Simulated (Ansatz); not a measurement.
A nudged elastic band was laid between two geometries of C$_{3}$H$_{7}$AlO (12 atoms, charge 0, multiplicity 1).

All numbers below come from RKS CAM-B3LYP-D4/STO-3G in Ansatz.

```
movable images  : 5
climbing image  : yes
spring          : 5.0 eV/Å²
optimiser       : quadratic models (default)
start path      : IDPP
force threshold : 0.03 eV/Å
iteration limit : 60
end points      : relaxed
```

Image 0:

```xyz
12
Properties=species:S:1:pos:R:3
C -0.472 0.209 1.695
C -0.115 0.073 0.415
C -0.094 1.324 -0.482
Al 0.356 -1.636 -0.281
O 0.809 -1.769 -1.901
H -0.507 -0.640 2.387
H -0.752 1.171 2.141
H 0.910 1.495 -0.900
H -0.782 1.213 -1.334
H -0.386 2.226 0.070
H 0.347 -2.880 0.533
H 0.762 -0.841 -2.310
```

Image 6:

```xyz
12
Properties=species:S:1:pos:R:3
C -0.384 0.468 1.320
C -0.052 0.241 0.046
C -0.042 1.427 -0.936
Al 0.405 -1.504 -0.573
O 0.413 -2.777 0.533
H -0.412 -0.328 2.073
H -0.651 1.459 1.703
H 0.955 1.561 -1.381
H -0.743 1.254 -1.767
H -0.324 2.367 -0.443
H 0.759 -1.826 -1.981
H 0.154 -2.398 1.440
```

**Question.** Which bonds break or form, and what moves?

**Answer.** No bond is made or broken. The dihedral C3–C2–Al4–O5 goes from 0 to 179°.

**Question.** Give the energies along the band, and the barrier.

**Answer.** The forces met the threshold. The highest image is number 3 of 0 to 6, 0.065 eV above the first end and 0.068 eV above the last; the last end lies 0.003 eV below the first. A vibrational analysis at the climbing image gives one clearly imaginary mode, 48i cm⁻¹: a first-order saddle point. Limits of this set-up: minimal basis.

```csv
image,path coordinate (Å),energy (eV),dihedral C3–C2–Al4–O5 (°)
0,0.00,0.000,0
1,1.17,0.019,29
2,2.35,0.052,58
3,3.52,0.065,87
4,4.75,0.044,119
5,5.97,0.009,149
6,7.20,-0.003,179
```

**Question.** What is the geometry of the highest image?

**Answer.** 
```xyz
12
Properties=species:S:1:pos:R:3
C -0.247 0.454 1.548
C -0.237 0.111 0.258
C -0.676 1.156 -0.784
Al 0.320 -1.625 -0.314
O 1.940 -1.854 -0.723
H 0.053 -0.232 2.347
H -0.555 1.445 1.898
H 0.138 1.377 -1.491
H -1.526 0.789 -1.378
H -0.976 2.099 -0.310
H -0.575 -2.807 -0.428
H 2.418 -0.968 -0.588
```

**Question.** What are the harmonic wavenumbers there?

**Answer.** 48i, 147, 169, 189, 374, 437, 461, 616, 660, 755, 791, 967, 1035, 1043, 1072, 1118, 1168, 1359, 1591, 1615, 1702, 1705, 1858, 2569, 3328, 3402, 3482, 3507, 3540, 3819 cm⁻¹.

Time of the run: 2.3 min on 1 CPU thread of a shared host.
